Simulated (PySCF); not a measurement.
C3H5F3SSi.
SMILES with atom numbers: `[CH3:1][C:2](=[S:3])[SiH2:4][C:5]([F:6])([F:7])[F:8]` (hydrogens: H9, H10, H11 on C1; H12, H13 on Si4)

Geometry (PBE0-D3(BJ)/def2-SVP, Å), atoms numbered from 1 in this order:
```xyz
13
C3H5F3SSi angstrom
C      1.6239    0.6386    0.5124
C      1.2179   -0.5331   -0.3117
S      2.2545   -1.5990   -0.9740
Si    -0.6003   -0.9103   -0.6867
C     -1.7283    0.3837    0.2134
F     -1.5549    0.3407    1.5475
F     -1.4317    1.6383   -0.1752
F     -3.0319    0.1950   -0.0217
H      1.1618    0.5684    1.5125
H      2.7165    0.7073    0.6087
H      1.2234    1.5675    0.0710
H     -0.8677   -0.7753   -2.1433
H     -0.9766   -2.2518   -0.1701
```

Linear response at wB97X-D/def2-SVPD (PySCF, frozen core in the response, non-relativistic). Geometry: PBE0-D3(BJ)/def2-SVP, one conformer, isolated molecule.

Static isotropic polarisability: 86.58 au (12.83 Å³), principal values 67.3, 85.2, 107.2 au.

(1) What is the polarisability at 1064 nm and at the sodium D line?

(2) What is the isotropic C6 coefficient between two such molecules, C6 = (3/π)∫α(iω)² dω?

(3) Which effective excitation energy ω̄ makes London's formula C6 = (3/4)α²ω̄ exact here?

(4) How anisotropic is the static polarisability, by Δα² = ½[(α1 − α2)² + (α2 − α3)² + (α3 − α1)²]?

(5) What does −C6/R⁶ come to at R = 10 Å between centres?

(6) How many electrons N does the Slater–Kirkwood formula C6 = (3/4)·√N·α^(3/2) need to give this C6?

(7) The lowest 10 singlets have (eV, f): 2.14, 0.000; 5.48, 0.151; 5.54, 0.001; 6.29, 0.027; 6.52, 0.006; 6.71, 0.153; 6.82, 0.029; 7.28, 0.064; 7.35, 0.002; 7.43, 0.151. What share of the static polarisability do they carry in the sum over states α = Σ f/ω²?

(8) What three-body coefficient follows from the one-pole estimate C9 = (3/4)·α·C6?

## Answers

(1) 87.50 au at 1064 nm (+1.1 %), 89.78 au at 589.3 nm (+3.7 %). The lowest singlet lies at 580 nm (f = 0.000), near or inside this range; the response is undamped and has a pole at each allowed excitation.

(2) 2919 au (Eh·bohr⁶) by a ten-point quadrature over imaginary frequencies, which is 1740 eV·Å⁶ or 168 J·nm⁶/mol.

(3) ω̄ = 4·C6/(3α²) = 0.519 Eh = 14.1 eV. London's choice of the ionisation energy (8.96 eV, ΔSCF at the same level) gives C6 = 1850 au, 37 % too low.

(4) Δα = 34.6 au, or 0.40 of the isotropic value.

(5) -170 J/mol. This is the leading, orientation-averaged term; C8 and higher terms are left out.

(6) N = (4·C6/3)²/α³ = 23.3; the species has 80 electrons in all.

(7) 10.28 au, 11.9 % of α; the largest term, 3.72 au, is that of the state at 5.48 eV. Their oscillator strengths add up to 0.58. Higher states carry the rest.

(8) 190000 au. This is an estimate from the two numbers above, not a computed integral.

The pairwise dispersion term of wB97X-D wasn't added to the energies; at a given geometry it leaves orbitals and properties as they are.
